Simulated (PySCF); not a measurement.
CuI (SMILES [Cu][I]), singlet, geometry from GFN2-xTB (such geometries of metal compounds can be far from the true shape) (core potentials on I); DF-PBE0/def2-TZVP (PySCF).

PySCF was given this input:
```python
from pyscf import gto, scf, dft

mol = gto.Mole()
mol.atom = '''
    Cu   -0.00000000   -0.00000000   -1.55408011
    I     0.00000000    0.00000000    0.85034572
'''
mol.basis = 'def2-tzvp'
mol.ecp = {'I': 'def2-tzvp'}
mol.verbose = 4
mol.build()

mf = dft.RKS(mol)
mf.xc = 'pbe0'
mf = mf.density_fit(auxbasis='def2-universal-jkfit')
mf.kernel()
mf.analyze()
```

It wrote (shortened):

```
PySCF version 2.14.0

[INPUT] verbose = 4
[INPUT] num. atoms = 2
[INPUT] num. electrons = 54
[INPUT] charge = 0
[INPUT] spin (= nelec alpha-beta = 2S) = 0
[INPUT] symmetry False subgroup None
[INPUT] Mole.unit = angstrom
[INPUT] Symbol           X                Y                Z      unit          X                Y                Z       unit  Magmom
[INPUT]  1 Cu     0.000000000000   0.000000000000  -1.554080110000 AA    0.000000000000   0.000000000000  -2.936785783534 Bohr   0.0
[INPUT]  2 I      0.000000000000   0.000000000000   0.850345720000 AA    0.000000000000   0.000000000000   1.606920521996 Bohr   0.0

nuclear repulsion = 159.561369342385
number of shells = 31
number of NR pGTOs = 187
number of NR cGTOs = 95
basis = def2-tzvp
ecp = {'I': 'def2-tzvp'}

******** <class 'pyscf.df.df_jk.DFRKS'> ********
method = DFRKS
initial guess = minao
damping factor = 0
level_shift factor = 0
DIIS = <class 'pyscf.scf.diis.CDIIS'>
diis_start_cycle = 1
diis_space = 8
diis_damp = 0
SCF conv_tol = 1e-09
SCF conv_tol_grad = None
SCF max_cycles = 50
direct_scf = False
XC library pyscf.dft.libxc version 7.1.2
    S. Lehtola, C. Steigemann, M. J. T. Oliveira, and M. A. L. Marques,  SoftwareX 7, 1–5 (2018)
XC functionals = pbe0
    C. Adamo and V. Barone,  J. Chem. Phys. 110, 6158 (1999)
    M. Ernzerhof and G. E. Scuseria,  J. Chem. Phys. 110, 5029 (1999)
radial grids:
    Treutler-Ahlrichs [JCP 102, 346 (1995); DOI:10.1063/1.469408] (M4) radial grids

becke partition: Becke, JCP 88, 2547 (1988); DOI:10.1063/1.454033
pruning grids: <function nwchem_prune>
grids dens level: 3
symmetrized grids: False
atomic radii adjust function: <function treutler_atomic_radii_adjust>
small_rho_cutoff = 0
Set gradient conv threshold to 3.16228e-05
Initial guess from minao.
tot grids = 42600
******** <class 'pyscf.df.df.DF'> ********
auxbasis = def2-universal-jkfit
init E= -1895.44577074822

WARN: HOMO -0.427905106264705 == LUMO -0.427904670151593

cycle= 1 E= -1924.82635861828  delta_E= -29.4  |g|= 10.8  |ddm|= 19.3
  HOMO = -0.409752019392427  LUMO = -0.300685881096608  gap/eV = 2.96784
cycle= 2 E= -1796.88281313558  delta_E=  128  |g|= 21.1  |ddm|= 16.6
  HOMO = -0.569914226635781  LUMO = -0.189715914486243  gap/eV = 10.34572
cycle= 3 E= -1934.65928244825  delta_E= -138  |g|= 6.09  |ddm|= 14.5
  HOMO = -0.104819758357152  LUMO = -0.0314699592740925  gap/eV = 1.99595
cycle= 4 E= -1931.01411339501  delta_E= 3.65  |g|= 4.23  |ddm|= 7.88
  HOMO = -0.0405856809199458  LUMO = -0.0255052713978367  gap/eV = 0.41036
cycle= 5 E= -1930.10115408426  delta_E= 0.913  |g|= 7.61  |ddm|= 10.7
  HOMO = -0.211022853874945  LUMO = -0.0686369785107312  gap/eV = 3.87452
cycle= 6 E= -1937.78520474528  delta_E= -7.68  |g|= 0.854  |ddm|= 8.36
  HOMO = -0.203024475074924  LUMO = -0.0787590330829175  gap/eV = 3.38143
cycle= 7 E= -1938.02952330866  delta_E= -0.244  |g|= 0.374  |ddm|= 1.56
  HOMO = -0.24744729727324  LUMO = -0.114843483315013  gap/eV = 3.60833
cycle= 8 E= -1938.04419664667  delta_E= -0.0147  |g|= 0.0906  |ddm|= 0.366
  HOMO = -0.247265075558414  LUMO = -0.10966531799059  gap/eV = 3.74428
cycle= 9 E= -1938.04558556141  delta_E= -0.00139  |g|= 0.0292  |ddm|= 0.0695
  HOMO = -0.249448382054209  LUMO = -0.106950167615139  gap/eV = 3.87757
cycle= 10 E= -1938.04568095386  delta_E= -9.54e-05  |g|= 0.0181  |ddm|= 0.0267
  HOMO = -0.249634097659406  LUMO = -0.106340869900976  gap/eV = 3.89921
cycle= 11 E= -1938.04570494582  delta_E= -2.4e-05  |g|= 0.00675  |ddm|= 0.00798
  HOMO = -0.249678368158836  LUMO = -0.10664389292387  gap/eV = 3.89217
cycle= 12 E= -1938.04571121731  delta_E= -6.27e-06  |g|= 0.000648  |ddm|= 0.00582
  HOMO = -0.249775366928881  LUMO = -0.106677980306742  gap/eV = 3.89388
cycle= 13 E= -1938.04571142838  delta_E= -2.11e-07  |g|= 0.000161  |ddm|= 0.00133
  HOMO = -0.24977343368989  LUMO = -0.106684008050749  gap/eV = 3.89366
cycle= 14 E= -1938.04571145401  delta_E= -2.56e-08  |g|= 7.68e-05  |ddm|= 0.000583
  HOMO = -0.249774622911826  LUMO = -0.106683038050662  gap/eV = 3.89372
cycle= 15 E= -1938.04571145618  delta_E= -2.16e-09  |g|= 1.34e-05  |ddm|= 0.000196
  HOMO = -0.249777227363529  LUMO = -0.106683164834209  gap/eV = 3.89379
cycle= 16 E= -1938.04571145622  delta_E= -3.96e-11  |g|= 1.87e-06  |ddm|= 1.94e-05
  HOMO = -0.249777399539249  LUMO = -0.106683158000237  gap/eV = 3.89379
Extra cycle  E= -1938.04571145623  delta_E= -9.55e-12  |g|= 2.91e-06  |ddm|= 3.09e-06
converged SCF energy = -1938.04571145623
**** SCF Summaries ****
Total Energy =                       -1938.045711456225035
Nuclear Repulsion Energy =             159.561369342384779
One-electron Energy =                -3124.665179956422890
Two-electron Energy =                 1027.058099157813103
Two-electron Coulomb Energy =         1116.315707109092955
DFT Exchange-Correlation Energy =      -89.257607951279780
HOMO-LUMO gap [eV] =                     3.893792643757165
**** MO energy ****
MO #1   energy= -323.353677996148  occ= 2
MO #2   energy= -38.9469671814522  occ= 2
MO #3   energy= -34.1142019031372  occ= 2
MO #4   energy= -34.114201903137   occ= 2
MO #5   energy= -34.114190234844   occ= 2
MO #6   energy= -6.86561694086495  occ= 2
MO #7   energy= -4.87705273936892  occ= 2
MO #8   energy= -4.87044955955657  occ= 2
MO #9   energy= -4.8704495595565   occ= 2
MO #10  energy= -4.37237249967845  occ= 2
MO #11  energy= -2.85444354292794  occ= 2
MO #12  energy= -2.84987039390414  occ= 2
MO #13  energy= -2.84987039390392  occ= 2
MO #14  energy= -1.90430015261957  occ= 2
MO #15  energy= -1.90181467187585  occ= 2
MO #16  energy= -1.90181467187566  occ= 2
MO #17  energy= -1.89606073276887  occ= 2
MO #18  energy= -1.89605853749928  occ= 2
MO #19  energy= -0.67102898971774  occ= 2
MO #20  energy= -0.345533769159382 occ= 2
MO #21  energy= -0.330831854096748 occ= 2
MO #22  energy= -0.330831854096669 occ= 2
MO #23  energy= -0.319212746230668 occ= 2
MO #24  energy= -0.319212048586228 occ= 2
MO #25  energy= -0.281972186390016 occ= 2
MO #26  energy= -0.249777399539307 occ= 2
MO #27  energy= -0.249777399539249 occ= 2
MO #28  energy= -0.106683158000237 occ= 0
MO #29  energy= 0.0563529197554776 occ= 0
MO #30  energy= 0.0563529197554984 occ= 0
MO #31  energy= 0.0830672223773508 occ= 0
MO #32  energy= 0.114206445738468  occ= 0
MO #33  energy= 0.160009379685782  occ= 0
MO #34  energy= 0.160009406645041  occ= 0
MO #35  energy= 0.16939604773081   occ= 0

WARN: Weak orthogonality for localized orbitals 1.894244730584664e-09

Dipole moment(X, Y, Z, Debye):  0.00000, -0.00000, -4.77936
```
